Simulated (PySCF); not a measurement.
# Partial charges of `O=C1OC[C@@H]1CCl`

C4H5ClO2.
Z-matrix (Å and degrees, GFN2-xTB geometry), rows numbered from 1:
```
O 
C   1  1.1856
O   2  1.3506  1  130.13
C   3  1.4409  2   92.94  1  -178.77
C   2  1.5322  1  135.73  3  -179.23
C   5  1.5125  2  115.44  1    61.76
Cl  6  1.7900  5  110.03  2   168.19
H   4  1.0901  3  111.19  2   117.17
H   4  1.0895  3  111.07  2  -119.32
H   5  1.0907  2  113.47  1   -67.70
H   6  1.0897  5  110.69  2   -73.16
H   6  1.0903  5  111.64  2    49.58
```

Density: PBE0/pcSseg-1 (PySCF); schemes: Mulliken, IAO, Hirshfeld and ESP-fitted. The structure is a single GFN2-xTB conformer in the gas phase; no vibrational or solvent corrections.

Q: Tabulate the Mulliken, IAO, Hirshfeld and ESP-fitted charges.

A: In e:

```csv
atom,environment,Mulliken,IAO,Hirshfeld,ESP-fitted
O1,ester carbonyl oxygen,-0.354,-0.408,-0.251,-0.485
C2,ester carbonyl carbon,+0.556,+0.533,+0.208,+0.662
O3,ester single-bonded oxygen,-0.416,-0.349,-0.118,-0.349
C4,sp3 carbon bound to oxygen,+0.171,-0.059,+0.011,+0.012
C5,sp3 carbon next to a carbonyl,-0.480,-0.204,-0.043,-0.131
C6,sp3 C–Cl carbon,-0.125,-0.234,-0.025,-0.430
Cl7,alkyl chlorine,-0.146,-0.110,-0.065,-0.113
H8,methylene hydrogen,+0.134,+0.154,+0.053,+0.121
H9,methylene hydrogen,+0.140,+0.160,+0.059,+0.101
H10,methine hydrogen,+0.173,+0.172,+0.058,+0.145
H11,methylene hydrogen,+0.185,+0.179,+0.060,+0.232
H12,methylene hydrogen,+0.162,+0.166,+0.054,+0.235
```

Mean size of the charges over all atoms: Mulliken 0.254 e, ESP-fitted 0.251 e, IAO 0.228 e, Hirshfeld 0.084 e. Each set sums to the total charge, 0, to within 0.001 e. The IAO scheme projects the occupied orbitals on a minimal set of polarised atomic orbitals and counts the electrons in each atom's part of it. The Hirshfeld scheme divides the density at each point in proportion to the densities of the neutral, spherically averaged free atoms.

Lowest charge. The schemes don't all agree: Mulliken C5 (-0.480); IAO O1 (-0.408); Hirshfeld O1 (-0.251); ESP-fitted O1 (-0.485).

Highest charge. All schemes agree: Mulliken C2 (+0.556); IAO C2 (+0.533); Hirshfeld C2 (+0.208); ESP-fitted C2 (+0.662).

Q: Sum the charges by element, for elements with more than one atom.

A: 
```
element  atoms  Mulliken     IAO  Hirshfeld  ESP-fitted
      O      2    -0.770  -0.758     -0.369      -0.834
      C      4    +0.121  +0.036     +0.150      +0.113
      H      5    +0.795  +0.832     +0.284      +0.834
```

Q: How closely do the schemes follow one another over all atoms?

A: Correlation coefficient and root-mean-square difference: IAO with ESP-fitted 0.97, 0.084 e; IAO with Hirshfeld 0.94, 0.164 e; Mulliken with IAO 0.92, 0.112 e; Hirshfeld with ESP-fitted 0.91, 0.217 e; Mulliken with ESP-fitted 0.87, 0.154 e; Mulliken with Hirshfeld 0.87, 0.206 e.

Q: How many electrons does the ESP-fitted scheme count on C2?

A: Z − q = 6 − (+0.662) = 5.338.
